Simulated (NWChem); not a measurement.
System: CH$_{5}$ClOSi; SMILES C[SiH](O)Cl

```xyz
9

Si    -0.0625    -0.4016     0.3934
C      1.4482    -1.2675    -0.2676
O     -1.3919    -1.1182    -0.3278
Cl     0.0269     1.6296    -0.1103
H     -0.1628    -0.4413     1.8918
H      1.4261    -2.3439    -0.0021
H      2.3696    -0.8181     0.1526
H      1.4862    -1.1782    -1.3716
H     -2.2561    -0.7493    -0.0744
```
Atoms are numbered in this order, from 1.

Program: NWChem. Pople sets run with spherical d functions. Geometry: optimised at PBE-D3(BJ)/def2-SVP. Ions are spin-unrestricted doublets at the neutral geometry; other ion states weren't tried.

### Question
Order these by “ΔSCF minus −ε(HOMO) (eV)”, lowest first: CAM-B3LYP/6-31+G*; B3LYP/6-31+G*; PBE/6-31+G*.

### Answer
CAM-B3LYP/6-31+G* (1.02), B3LYP/6-31+G* (2.33), PBE/6-31+G* (3.01)
